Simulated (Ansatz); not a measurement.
CH7BSSi, 11 atoms. Total charge 0; spin multiplicity 1. The bonds changed during the relaxation, so this is another structure than the one it started from. All runs use 2 threads of an Arm Neoverse V2 on a shared host. Correlated methods freeze the cores.

(1) Give the basis size and wall time and peak host memory of each of these runs in Ansatz. RKS PBE0-D4/def2-TZVPP energy; RKS ωB97M-V/def2-TZVPP energy and forces; RHF-MP2/def2-QZVPP energy; RKS ωB97M-V/def2-SVP energy; RKS B3LYP-D4/def2-TZVPP energy and forces; RKS PBE0-D4/def2-TZVP frequencies; RHF-CCSD(T)/def2-SVP energy; direct RPA on PBE orbitals/def2-TZVPP energy; RHF-CCSD(T)/def2-TZVPP energy; RKS PBE0-D4/def2-TZVP relaxation (7 steps); RKS PBE0-D4/def2-SVP energy; RKS PBE0-D4/def2-QZVPP energy. (Estimate.)

Results:

(1) Computed: Other jobs shared the machine, so times are rough.

```
                                level                   job  functions  wall time  peak host memory (GiB)
                 RKS PBE0-D4/def2-SVP                energy         99      1.4 s                    0.43
                 RHF-CCSD(T)/def2-SVP                energy         99      3.7 s                    0.43
               RKS PBE0-D4/def2-TZVPP                energy        244      3.9 s                    0.57
                 RKS ωB97M-V/def2-SVP                energy         99        6 s                    0.43
direct RPA on PBE orbitals/def2-TZVPP                energy        244      6.5 s                    0.56
              RKS B3LYP-D4/def2-TZVPP     energy and forces        244      6.5 s                    0.69
               RKS PBE0-D4/def2-QZVPP                energy        464       13 s                     1.5
               RKS ωB97M-V/def2-TZVPP     energy and forces        244       16 s                    0.87
                   RHF-MP2/def2-QZVPP                energy        464       30 s                     2.8
                RKS PBE0-D4/def2-TZVP  relaxation (7 steps)        178       32 s                    0.43
                RKS PBE0-D4/def2-TZVP           frequencies        178    2.9 min                    0.43
               RHF-CCSD(T)/def2-TZVPP                energy        244    6.7 min                     1.9
```

B3LYP here is the variant with VWN-RPA as its local correlation; programs differ in this.
